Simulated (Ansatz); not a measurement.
`C[SiH2]C=N` → `C=N` + `C[SiH]`  (silylene formation by 1,1-elimination)

Program: Ansatz. Geometries: PBE0-D4/def2-TZVP. ΔE: electronic, gas phase. CCSD(T)/CBS adds triple-zeta CCSD(T) − MP2 to the extrapolated MP2 energy (def2 sets, frozen cores). This one scheme is used for every species. DFT in def2-TZVPP. One conformer a species, not always the lowest.

```json
{"level": "B2PLYP", "ΔE (kJ/mol)": "218.4"}
{"level": "PBE-QIDH", "ΔE (kJ/mol)": "238.5"}
{"level": "BHLYP", "ΔE (kJ/mol)": "218.1"}
{"level": "CAM-B3LYP", "ΔE (kJ/mol)": "219.9"}
{"level": "LC-ωPBE", "ΔE (kJ/mol)": "239.4"}
{"level": "RPA@PBE/def2-TZVPP", "ΔE (kJ/mol)": "202.2"}
{"level": "SCS-MP2/def2-TZVPP", "ΔE (kJ/mol)": "224.6"}
{"level": "HF/def2-QZVPP", "ΔE (kJ/mol)": "205.2"}
```

(1) What does CCSD(T)/CBS give? (Estimate.)

Largest T1 diagnostic among the species: 0.012.

Results:

(1) The calculation gave: +223.8 kJ/mol. The listed levels differ from it by -5.4, 14.7, -5.7, -3.9, 15.6, -21.6, 0.8, -18.6 kJ/mol.

At CCSD(T), def2-SVP lies −18.1 kJ/mol from the extrapolated value and def2-TZVPP −5.9 kJ/mol. From BLYP to BHLYP (50 % exact exchange), in def2-TZVPP and without D4, ΔE moves by +23.6 kJ/mol. Leaving LDA and LC-ωPBE aside and taking each functional with its dispersion term where it has one, the values, not all of them listed here, spread over 33.0 kJ/mol, from BLYP-D4 to r2SCAN0-D4. LDA lies +32.9 kJ/mol from PBE without D4.
